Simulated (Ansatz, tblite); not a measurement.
(HfO2)n: E(high spin) − E(low spin) (eV) at several levels, gas phase, relaxed structures; Ansatz, xTB through tblite. Each state is relaxed at the level in the geometry column; the other columns are single points. Clusters are the lowest isomers that short searches found in that spin, judged at the geometry's level. Core potentials for Hf in the def2 sets, no spin–orbit coupling. xTB has no spin-polarisation term. Singlets are spin-restricted. The structures are stationary points that may keep the symmetry of their start. Remarks come from the PBE and PBE0 runs and from stability tests at other levels; not every state was tested. HOMO above LUMO (over both spins in singlets and doublets, within one spin in higher multiplets; at PBE or PBE0), or a gap under 0.15 eV within one spin, warns that the state may not be the lowest or that an electron is smeared out.

```
species              state            geometry  GFN1-xTB  GFN2-xTB  PBE-D4/def2-TZVP  r2SCAN-D4/def2-TZVP                                                                                                         remarks
   HfO2  quintet − singlet  B3LYP-D4/def2-TZVP      8.93      7.22              5.43                 4.85                                                                                                               –
  Hf2O4  quintet − singlet  r2SCAN-D4/def2-SVP      7.41      6.70              5.59                 5.00                                                                                                               –
  Hf3O6  quintet − singlet     PBE-D4/def2-SVP      6.53      5.98              4.96                 4.84  gap within one spin near zero at PBE or PBE0 (triplet), gap within one spin near zero at PBE or PBE0 (quintet)
```

Problem. Estimate the column for PBE0-D4/def2-TZVP.

Solution. HfO2 4.82; Hf2O4 4.88; Hf3O6 4.99.

Over the 3 species that have every level, the mean is 7.62 at GFN1-xTB, 6.63 at GFN2-xTB, 5.33 at PBE-D4/def2-TZVP, 4.90 at r2SCAN-D4/def2-TZVP, 4.90 at PBE0-D4/def2-TZVP.
